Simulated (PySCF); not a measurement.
H₃AlClNO, singlet, at a GFN2-xTB geometry (such geometries of metal compounds can be far from the true shape); PySCF with PBE/6-31G, TDA.

PySCF was given this input:
```python
from pyscf import gto, scf, dft, tdscf

mol = gto.M(
    atom='''
Al   -0.34462066    0.02959556    0.15329159
Cl    1.53689998   -0.19268690   -0.57272503
O    -0.72119710   -0.63993757    1.60321727
H    -1.01027824   -0.99652523    2.42869989
N    -1.56324179    0.93534507   -0.76836440
H    -2.51407286    1.08500444   -0.46967428
H    -1.41061063    1.37454080   -1.66267814
''',
    basis='6-31g',
    verbose=3,
)

mf = dft.RKS(mol)
mf.xc = 'pbe'
mf.kernel()
td = mf.TDA()
td.nstates = 15
td.kernel()
td.analyze()
```

What the program printed (banner, timings and long lists left out):

```
converged SCF energy = -833.972390638721
Excitation energies (eV)
[4.99944397 6.21553895 6.41674262 6.70290628 7.00716785 7.09501197
 7.17140018 7.32924416 7.52667646 7.76650666 7.86314776 8.38667261
 8.41309502 8.57477368 8.70143745]

** Singlet excitation energies and oscillator strengths **
Excited State   1:      4.99944 eV    248.00 nm  f=0.0264
Excited State   2:      6.21554 eV    199.47 nm  f=0.0248
Excited State   3:      6.41674 eV    193.22 nm  f=0.0062
Excited State   4:      6.70291 eV    184.97 nm  f=0.0067
Excited State   5:      7.00717 eV    176.94 nm  f=0.0014
Excited State   6:      7.09501 eV    174.75 nm  f=0.0000
Excited State   7:      7.17140 eV    172.89 nm  f=0.2318
Excited State   8:      7.32924 eV    169.16 nm  f=0.1054
Excited State   9:      7.52668 eV    164.73 nm  f=0.0717
Excited State  10:      7.76651 eV    159.64 nm  f=0.0008
Excited State  11:      7.86315 eV    157.68 nm  f=0.0388
Excited State  12:      8.38667 eV    147.83 nm  f=0.0281
Excited State  13:      8.41310 eV    147.37 nm  f=0.0036
Excited State  14:      8.57477 eV    144.59 nm  f=0.0276
Excited State  15:      8.70144 eV    142.49 nm  f=0.1084
```
